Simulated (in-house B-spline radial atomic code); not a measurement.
Xe⁴²⁺. Computed with a B-spline radial atomic code. Model: all-electron spherical atom, spin shells full or empty, radial basis limit, no spin-orbit coupling: exact exchange with a local potential (Slater, KLI or optimised effective potential, whose far tail is KLI's), no correlation.

The run also made RPA and GW results, which its time includes.

The Slater potential averages the orbital exchange potentials with the orbital densities as weights, KLI adds orbital constants, and the optimised effective potential minimises the exact-exchange energy among local potentials. So their energies lie above Hartree-Fock in the order OEP, KLI, Slater. All fall off as −1/r, unlike LDA and GGA exchange.

Command:
```bash
python run_gw.py task.json out
```
Settings (lengths in bohr, energies in hartree):
```
Z                      54
electrons              12
configuration          [Ne] 3s2
hamiltonian            nr
method                 oep
lmax                   9
spin_polarised         False
box_radius             2.38
intervals              64
ion_configuration      [Ne] 3s1
```

Time taken, with all properties: 5.2 s on 1 thread of Arm Neoverse N1 (shared host).

Given: hamiltonian non-relativistic; mean-field start exchange-only OEP.

Computed: energy above Hartree-Fock 3.5503 millihartree; virial ratio -E/T less 1 0.

| radius (bohr) | r times exchange potential (hartree bohr) |
| --- | --- |
| 0.000926 | -0.041743 |
| 0.00111 | -0.049999 |
| 0.00133 | -0.059842 |
| 0.00159 | -0.071431 |
| 0.0019 | ? |
| 0.00227 | -0.10145 |
| 0.00272 | -0.12103 |
| 0.00325 | -0.14373 |
| 0.00389 | -0.17059 |
| 0.00466 | -0.202 |
| 0.00557 | -0.23768 |
| 0.00666 | -0.27824 |
| 0.00797 | -0.32359 |
| 0.00954 | -0.3729 |
| 0.0114 | -0.42409 |
| 0.0137 | -0.47666 |
| 0.0163 | -0.52232 |
| 0.0196 | -0.56049 |
| 0.0234 | -0.57941 |
| 0.028 | -0.57256 |
| 0.0335 | -0.54241 |
| 0.0401 | -0.52814 |
| 0.048 | -0.59333 |
| 0.0574 | -0.7282 |
| 0.0687 | -0.86611 |
| 0.0822 | -0.97091 |
| 0.0983 | -1.0323 |
| 0.118 | -1.0371 |
| 0.141 | -0.96653 |
| 0.168 | -0.80506 |
| 0.202 | -0.68981 |
| 0.241 | -0.84437 |
| 0.289 | ? |
| 0.345 | -0.98951 |
| 0.413 | -0.99876 |
| 0.494 | -1.0001 |
| 0.592 | -1.0004 |

Q: What belongs in the row 0.0019?

A: r times exchange potential (hartree bohr): -0.085171.

Q: What belongs in the row 0.289?

A: r times exchange potential (hartree bohr): -0.95689.

```
occupied  level (hartree)  Hartree-Fock level (hartree)
      1s          -1311.5                       -1324.3
      2s          -279.05                       -282.94
      2p                ?                             ?
      3s          -114.84                       -114.84
```

Q: What belongs in the row 2p?

A: level (hartree): -269.57; Hartree-Fock level (hartree): -272.51.

```csv
empty,level (hartree)
3p,-111.43
3d,?
4s,-62.617
4p,-61.193
4d,-59.368
4f,-58.119
```

Q: What belongs in the row 3d?

A: level (hartree): -106.6.

The highest level, 3s, differs from Hartree-Fock by -0.022 eV and the deepest, 1s, by +349 eV: a local potential can match the highest level but can't give each shell its own exchange.
